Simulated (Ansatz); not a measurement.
Reaction (cleavage of the B–Sb bond): `[BH2][SbH][CH3]` + `C1N[SiH2]1` → `BN1C[SiH2]1` + `[CH3][SbH2]`

Isolated molecules relaxed with PBE0-D4/def2-TZVP in Ansatz; ΔE leaves out vibrations. CCSD(T)/CBS adds triple-zeta CCSD(T) − MP2 to the extrapolated MP2 energy (def2 sets, frozen cores). Functionals use def2-TZVPP. HSE06 is defined as in plane-wave codes. def2 core potentials past Kr. For Sb outer-core shells are correlated without core-valence functions, which leaves a few kJ/mol of doubt a bond.

```json
{"level": "BLYP-D4", "ΔE (kcal/mol)": "-35.3"}
{"level": "HSE06-D4", "ΔE (kcal/mol)": "-32.9"}
{"level": "BHLYP-D4", "ΔE (kcal/mol)": "-35.3"}
{"level": "HSE06", "ΔE (kcal/mol)": "-32.9"}
```

(1) What does CCSD(T)/CBS give? (An estimate is asked.)

(2) What do rigid-rotor, harmonic-oscillator terms from PBE0-D4/def2-TZVP frequencies (298.15 K, 1 bar) make of the CCSD(T)/CBS value? (Estimate.)

Largest T1 diagnostic among the species: 0.015.

Results:

(1) Ansatz gave: -32.0 kcal/mol. The listed levels differ from it by -3.3, -0.9, -3.3, -0.9 kcal/mol.

(2) Computed: ΔZPE = -0.9 kcal/mol, ΔH = -33.1 kcal/mol, ΔS = -9 J/(mol·K), ΔG = -32.5 kcal/mol.

Leaving LDA and LC-ωPBE aside and taking each functional with its dispersion term where it has one, the values, not all of them listed here, spread over 3.6 kcal/mol, from CAM-B3LYP-D4 to revPBE-D4. LDA lies −2.7 kcal/mol from PBE without D4. At CCSD(T), def2-SVP lies −5.7 kcal/mol from the extrapolated value and def2-TZVPP −1.0 kcal/mol.
